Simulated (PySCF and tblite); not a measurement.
C6H11F, numbered as in [F:1][CH:2]1[CH2:3][CH2:4][CH2:5][CH2:6][CH2:7]1. Conformers came from 60 starts (ETKDG and KDG, MMFF94s, GFN2-xTB); geometries are GFN2-xTB. Weights use PBE0-D3(BJ)/pcSseg-1 (IEF-PCM, chloroform) energies plus GFN2-xTB zero-point and thermal terms (modes under about 100 cm⁻¹ blended into free rotors). Symmetry numbers and mirror images are counted. Conformers within 3 kcal/mol (GFN2-xTB free energy) were kept, 10 at most. GIAO shieldings: PBE0/pcSseg-1 (IEF-PCM, chloroform). Shifts are against TMS (¹H), TMS (¹³C), CFCl3 (¹⁹F) at the same level; of two unlike H on one atom, a is the less shielded. Programs: PySCF with density fitting and tblite.

The 6-ring runs over atoms 2–3–4–5–6–7.

Two conformers hold nearly all the population. I: 6-ring chair (all substituents equatorial); δ(H3a/H7a) = 2.19 ppm. II: 6-ring chair (F1 axial); δ(H3a/H7a) = 1.40 ppm. The average over the ensemble at 298.15 K is 1.83 ppm.

What populations and free-energy difference follow from a two-state model?

p(I) = (1.83 − 1.40)/(2.19 − 1.40) = 0.54, so K = p(II)/p(I) = 0.84 and G(II) − G(I) = −RT ln K = 0.11 kcal/mol. The weights computed directly are 54.9 % and 45.1 %.
